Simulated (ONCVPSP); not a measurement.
**Reading a pseudo-wave (Tc)**

Columns: radius, all-electron u(r) and pseudo u(r) of the 4s shell (level -77.06 eV) of technetium in the configuration [Ar] 3d10 4s2 4p6 4d5 5s1.5; LDA (Perdew-Zunger), scalar-relativistic, ONCV scheme, ONCVPSP 4.0.1.

| r (bohr) | all-electron | pseudo |
| --- | --- | --- |
| 0.090 | 0.3872 | 0.0558 |
| 0.180 | -0.0420 | 0.1259 |
| 0.270 | -0.5607 | 0.2206 |
| 0.360 | -0.5625 | 0.3433 |
| 0.450 | -0.2247 | 0.4891 |
| 0.540 | 0.2093 | 0.6463 |
| 0.630 | 0.5960 | 0.7985 |
| 0.720 | 0.8783 | 0.9291 |
| 0.810 | 1.0489 | 1.0244 |
| 0.900 | 1.1240 | 1.0766 |
| 0.990 | 1.1265 | 1.0840 |
| 1.080 | 1.0792 | 1.0512 |
| 1.170 | 1.0011 | 0.9867 |
| 1.260 | 0.9068 | 0.9012 |
| 1.350 | 0.8066 | 0.8051 |
| 1.440 | 0.7074 | 0.7072 |
| 1.530 | 0.6135 | 0.6135 |
| 1.620 | 0.5273 | 0.5273 |
| 1.710 | 0.4499 | 0.4499 |
| 1.800 | 0.3815 | 0.3815 |
| 1.890 | 0.3219 | 0.3219 |
| 1.980 | 0.2705 | 0.2704 |
| 2.070 | 0.2264 | 0.2264 |
| 2.160 | 0.1889 | 0.1889 |
| 2.250 | 0.1573 | 0.1572 |
| 2.340 | 0.1306 | 0.1306 |

Question: How many radial nodes do the two functions have?

Answer: The all-electron 4s function has n − l − 1 = 3 (the table is too coarse to show those close to the nucleus); the pseudo-wave has 0, since the states of the same l below it are removed with the core.

Question: At about which radius was the pseudo-wave matched?

Answer: 1.70 bohr. The columns agree to 0.0005 from 1.44 bohr on; several derivatives are matched, so the curves merge somewhat inside the radius.

Question: Is the pseudo-wave norm-conserving?

Answer: Yes: the ONCV scheme keeps the norm inside the radius equal to the all-electron one, which fixes the energy derivative of the logarithmic derivative at the level.
